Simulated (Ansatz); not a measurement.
The cluster Mg₄O₄. The state is a triplet with charge 0. Geometry PBE-D4/def2-SVP; atoms count from 1.

```csv
atom,x (Å),y (Å),z (Å)
Mg1,0.498,1.011,1.888
Mg2,-1.535,-1.184,1.039
Mg3,1.535,1.184,-1.039
Mg4,-0.498,-1.011,-1.888
O5,-0.870,-0.144,2.455
O6,-1.705,-1.842,-0.713
O7,0.870,0.145,-2.455
O8,1.705,1.841,0.713
```

At PBE0-D4/def2-TZVP a singlet of charge 0 lies 3.58 eV below the triplet, each at its own geometry. The structure comes from a short search, and lower isomers may exist.

Estimate the Mulliken populations from the PBE0/def2-TZVP orbitals of Ansatz.


```
atom  charge (e)  spin (α − β)
 Mg1        0.80          0.20
 Mg2        0.80          0.20
 Mg3        0.80          0.20
 Mg4        0.80          0.20
  O5       -0.80          0.30
  O6       -0.80          0.30
  O7       -0.80          0.30
  O8       -0.80          0.30
```
Mulliken values and Mayer orders depend strongly on the basis.

Where does the spin sit?

Summed by element: Mg 0.79, O 1.21, of 2 unpaired in all. Largest on single atoms: O6 0.30, O8 0.30, O5 0.30.

And the Mayer bond orders between bonded heavy atoms (over 0.3)?

Mg1–O5 0.76 (1.88 Å); Mg1–O8 0.76 (1.88 Å); Mg2–O5 0.76 (1.88 Å); Mg2–O6 0.76 (1.88 Å); Mg3–O7 0.76 (1.88 Å); Mg3–O8 0.76 (1.88 Å); Mg4–O6 0.76 (1.88 Å); Mg4–O7 0.76 (1.88 Å).
